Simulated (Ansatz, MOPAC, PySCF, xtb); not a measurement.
Pair of molecules: CH4 (SMILES C) (first 5 atoms) with CH2O (SMILES C=O); geometry from B3LYP-D3(BJ)/def2-TZVP, rigid monomers moved along the line of their centres of mass till H3···O7 is 3.03 Å.
(charge 0, multiplicity 1):
| atom | x (Å) | y (Å) | z (Å) |
|---|---|---|---|
| C | -0.0233 | -0.0032 | 0.1122 |
| H | -0.9238 | -0.6167 | 0.1350 |
| H | 0.6109 | -0.2487 | 0.9628 |
| H | 0.5175 | -0.1959 | -0.8134 |
| H | -0.3009 | 1.0500 | 0.1517 |
| C | -0.2223 | 0.0525 | 4.1790 |
| O | 0.8824 | -0.3674 | 3.9740 |
| H | -0.6123 | 0.1963 | 5.2050 |
| H | -0.9095 | 0.3185 | 3.3536 |

Counterpoise-corrected where a basis set is named; no monomer relaxation. Rows marked so take none.

Cores are frozen in the correlated methods. Rows in 6-31G* carry no dispersion term and start afresh at each structure (6-31G* with six Cartesian d functions). MP2/6-31G* freezes PySCF's default core. The state reached by AM1 isn't checked.

Codes used: Ansatz (Gaussian orbitals); MOPAC for AM1 (differences of heats of formation); PySCF for 6-31G* rows; xtb for the GFN methods. Values without a source in brackets are computed.

```json
[
 {"level": "AM1", "interaction energy (kcal/mol)": "-0.05"},
 {"level": "GFN2-xTB", "interaction energy (kcal/mol)": "-0.78"},
 {"level": "B3LYP/6-31G*", "interaction energy (kcal/mol)": "-0.15"},
 {"level": "B3LYP/6-31G* (no counterpoise)", "interaction energy (kcal/mol)": "-0.81"},
 {"level": "B3LYP/def2-TZVPPD", "interaction energy (kcal/mol)": "-0.13"},
 {"level": "MP2/6-31G* (no counterpoise)", "interaction energy (kcal/mol)": "-1.13"},
 {"level": "MP2/aug-cc-pVDZ", "interaction energy (kcal/mol)": "-0.70"},
 {"level": "SCS-MP2/aug-cc-pVDZ", "interaction energy (kcal/mol)": "[?]"},
 {"level": "CCSD/aug-cc-pVDZ", "interaction energy (kcal/mol)": "[?]"}
]
```

Question: What belongs in the gaps?

Answer: 
- SCS-MP2/aug-cc-pVDZ, interaction energy (kcal/mol): -0.54
- CCSD/aug-cc-pVDZ, interaction energy (kcal/mol): -0.64

Ansatz is a quantum-chemistry and plane-wave program.
